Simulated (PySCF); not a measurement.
chlorobenzene (C6H5Cl), SMILES c1(Cl)ccccc1.

Coordinates come from a PBE0-D3(BJ)/def2-SVP optimisation.

Two levels are set side by side: PBE/def2-TZVP (PySCF) and CAM-B3LYP/def2-TZVP (PySCF). Same geometry, gas phase. Differences are taken from unrounded values.

| quantity | PBE |
|---|---|
| orbital gap (eV) | 4.61 |
| highest occupied level (eV) | -6.10 |
| lowest empty level (eV) | -1.49 |
| dipole moment (D) | 1.55 |
| mean polarisability (bohr³) | 80.1 |

These are the PBE values. What does CAM-B3LYP give? (The exact figures need the calculation; the answer reports its results.)


```tsv
quantity	CAM-B3LYP	PBE minus CAM-B3LYP
orbital gap (eV)	8.83	-4.22
highest occupied level (eV)	-8.33	2.23
lowest empty level (eV)	0.50	-1.99
dipole moment (D)	1.70	-0.15
mean polarisability (bohr³)	77.9	2.2
```

PBE's occupied levels lie high since its potential decays too fast outside the molecule; exact exchange lowers them and widens the gap. Differences between two approximate levels are no errors against the true value.

Rough cost on one machine, each run with all the roots and properties that it gave: CAM-B3LYP against PBE within a factor of 2.
